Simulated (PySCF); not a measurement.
# Co(OH)3, singlet: molecular constants

Computed with B3LYP/[Co def2-SVP, O def2-SVP, H def2-SVP], no relativity, density fitting, PySCF.

The structure is a minimum.

Z-matrix (Å, degrees; charge 0 multiplicity 1):
```
Co
O  1 1.7342
O  1 1.7037 2 112.00
O  1 1.7224 2 109.84 3 134.84
H  2 0.9741 1 107.65 3 143.40
H  3 0.9717 1 115.18 2 71.89
H  4 0.9750 1 108.07 2 153.45
```

```
Point group                                                                   : C1
Bond lengths                                                                  : Co–O 1.704 Å, Co–O 1.722 Å, Co–O 1.734 Å, O–H 0.972 Å, O–H 0.975 Å (×2)
Bond angles                                                                   : Co–O–H 107.7°, Co–O–H 108.1°, Co–O–H 115.2°, O–Co–O 109.8°, O–Co–O 112.0°, O–Co–O 119.2°
Highest occupied level                                                        : -7.01 eV
Entropy at 298.15 K and 1 bar                                                 : 327.6 J/(mol K)
Heat capacity Cp at 298.15 K                                                  : 92.0 J/(mol K)
Atomisation energy without zero-point energy                                  : 2155 kJ/mol
Enthalpy at 298.15 K above 0 K                                                : 18.93 kJ/mol
Zero-point energy                                                             : 105.7 kJ/mol
Dipole moment                                                                 : 2.24 D
Lowest empty level                                                            : -3.12 eV
Principal quadrupole moments (Buckingham, traceless) about the centre of mass : -10.31, 0.54, 9.77 D Å
Principal polarisabilities                                                    : 24.7, 39.9, 43.1 bohr³
Rotational symmetry number                                                    : 1
Rotational constants                                                          : 0.2181, 0.2049, 0.1155 cm⁻¹
```

Harmonic modes (masses in u: Co 58.933, O 15.995, H 1.008):
| symmetry | ω (cm⁻¹) | IR (km/mol) | μ (u) |
| --- | --- | --- | --- |
| a | 82 | 42.5 | 1.91 |
| a | 163 | 8.3 | 3.52 |
| a | 210 | 16.4 | 7.10 |
| a | 251 | 88.0 | 1.86 |
| a | 403 | 138 | 1.12 |
| a | 498 | 57.4 | 1.35 |
| a | 674 | 18.4 | 6.41 |
| a | 733 | 114 | 10.36 |
| a | 763 | 95.6 | 9.60 |
| a | 853 | 103 | 1.14 |
| a | 912 | 84.1 | 1.16 |
| a | 923 | 65.8 | 1.17 |
| a | 3711 | 61.4 | 1.07 |
| a | 3723 | 58.1 | 1.07 |
| a | 3767 | 88.7 | 1.07 |

Charges (e):
```csv
atom,Mulliken,Löwdin,polar tensor,Mayer order to Co1
Co1,0.63,0.37,1.24,–
O2,-0.40,-0.21,-0.66,1.13
O3,-0.40,-0.18,-0.69,1.18
O4,-0.40,-0.21,-0.66,1.15
"H5,7",0.18,0.07,0.24,0.03
H6,0.20,0.09,0.28,0.02
```
Other Mayer orders above 0.3: O–H 0.95 (×3).

Mulliken populations on Co1: s 6.47, p 12.59, d 7.31, f 0.00.

Outer orbital energies (eV). occupied: -10.40, -10.10, -9.49, -9.11, -8.32, -7.59, -7.19, -7.01; empty: -3.12, -2.95, -0.55, 1.88.

Stability towards spin polarisation was not tested. Only a few start shapes were tried, so a lower isomer may exist. At this level a quintet minimum of C3h symmetry lies 122 kJ/mol below this structure.

The final relaxation and frequency run took about 6 core-minutes on a shared host.
